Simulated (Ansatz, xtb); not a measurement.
Two structures of GeH2OSn

Structure a: a singlet given by its coordinates. Structure b: `[O]1[GeH2][Sn]1`, a singlet. Both are isolated molecules in the gas phase, relaxed with PBE0-D3(BJ)/def2-SVP.

a (Å):

```xyz
5

Ge   -1.6304   -0.5969    1.4857
O    -1.2367    0.7987    0.5603
Sn    0.9169    0.5214    0.5625
H     0.1190   -1.1139    1.4595
H     1.0536    1.1994    2.2176
```

Close contacts (Å): Ge1–O2 1.72, Ge1–Sn3 2.93, O2–Sn3 2.17, Ge1–H4 1.82, Sn3–H4 2.03, Sn3–H5 1.79.

b (Å):

| atom | x (Å) | y (Å) | z (Å) |
| --- | --- | --- | --- |
| Ge | 0.8341 | -0.8877 | 0.8751 |
| O | 1.6939 | -0.8317 | -0.7673 |
| Sn | 0.8814 | 1.0245 | -0.8748 |
| H | 1.8977 | -1.1095 | 1.9754 |
| H | -0.1581 | -2.0737 | 0.8663 |

Task: Which of the two would you expect CCSD(T)/def2-TZVPP electronic energies to favour?

Result: Too close to call at this level: CCSD(T)/def2-TZVPP gives E(b) − E(a) = +0.016 eV.

The same difference at several levels:

```
               level              geometry  E(b) − E(a) (eV)  departure from the last row (eV)  job, with rough time for the two
PBE0-D3(BJ)/def2-SVP  PBE0-D3(BJ)/def2-SVP              +0.096                            +0.081                optimisation, 22 s
       HF/def2-TZVPP  PBE0-D3(BJ)/def2-SVP              +0.158                            +0.143           part of the CCSD(T) run
      MP2/def2-TZVPP  PBE0-D3(BJ)/def2-SVP              −0.072                            −0.088           part of the CCSD(T) run
  CCSD(T)/def2-TZVPP  PBE0-D3(BJ)/def2-SVP              +0.016                                               single point, 1.9 min
```

The largest departure from CCSD(T)/def2-TZVPP is that of HF/def2-TZVPP, 0.143 eV. Levels run at GFN2-xTB geometries aren't shown.

With harmonic frequencies from PBE0-D3(BJ)/def2-SVP (ideal gas, rigid rotor, one conformer each, 298.15 K, 1 atm): on the last row, ΔE + ΔZPE = +0.087, ΔH = +0.085, ΔG = +0.095 eV.

The T1 diagnostic of structures a and b is large, so the coupled-cluster value is less sure. The correlated steps freeze 14 core orbitals; the filled d shell of Ge and Sn is correlated, in a basis made for valence electrons. Atoms past krypton carry core potentials in the def2 sets and no spin–orbit term is included. Mirror images aren't counted in ΔG. Codes used: Ansatz 0.2.0; the last row on 2 threads of Arm Neoverse V1 on a shared host.
